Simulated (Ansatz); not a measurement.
This geometry of C₂H₈BFSi (13 atoms, charge 0, multiplicity 1) is a first-order saddle point.

These are results of RKS B3LYP-D4/6-31G* in Ansatz 0.2.0, not measurements.

```xyz
13
Properties=species:S:1:pos:R:3
B -1.513 -0.672 -1.039
C -0.139 -0.042 -1.353
Si 0.535 0.866 0.165
C 0.749 -0.273 1.642
F 1.984 1.466 -0.250
H -2.524 -0.041 -1.160
H -1.593 -1.787 -0.606
H 0.634 -0.782 -1.600
H -0.182 0.727 -2.136
H -0.331 2.032 0.490
H 0.366 -1.277 1.433
H 0.224 0.115 2.522
H 1.809 -0.367 1.907
```

(1) Which two structures does it join? (They come from a converged band through this point; their orientation in space is the band's.)

(2) How far does it lie above each of them?

## Answers

(1) No bond is made or broken. The dihedral F5–Si3–C4–H13 goes from 57 to -65°.

Initial state:

```xyz
13
Properties=species:S:1:pos:R:3
B -1.774 -0.374 -0.700
C -0.386 -0.050 -1.296
Si 0.717 0.753 0.015
C 0.976 -0.378 1.480
F 2.149 1.054 -0.684
H -2.649 0.443 -0.700
H -1.983 -1.427 -0.167
H 0.171 -0.942 -1.614
H -0.422 0.677 -2.117
H 0.156 2.066 0.435
H 1.355 -1.355 1.161
H 0.025 -0.545 2.002
H 1.686 0.043 2.199
```

Final state:

```xyz
13
Properties=species:S:1:pos:R:3
B -1.425 -0.730 -1.066
C -0.070 -0.050 -1.362
Si 0.528 0.888 0.169
C 0.649 -0.230 1.661
F 2.002 1.475 -0.172
H -2.456 -0.140 -1.213
H -1.467 -1.842 -0.621
H 0.736 -0.761 -1.586
H -0.125 0.710 -2.152
H -0.353 2.057 0.436
H -0.350 -0.574 1.960
H 1.099 0.282 2.519
H 1.253 -1.118 1.442
```

(2) 0.060 eV above the first and 0.060 eV above the second. This is the barrier of this one path; another mechanism may lie lower.

The run took 82 s on 2 threads of Arm Neoverse V1, on a shared host, peak memory 0.19 GiB.
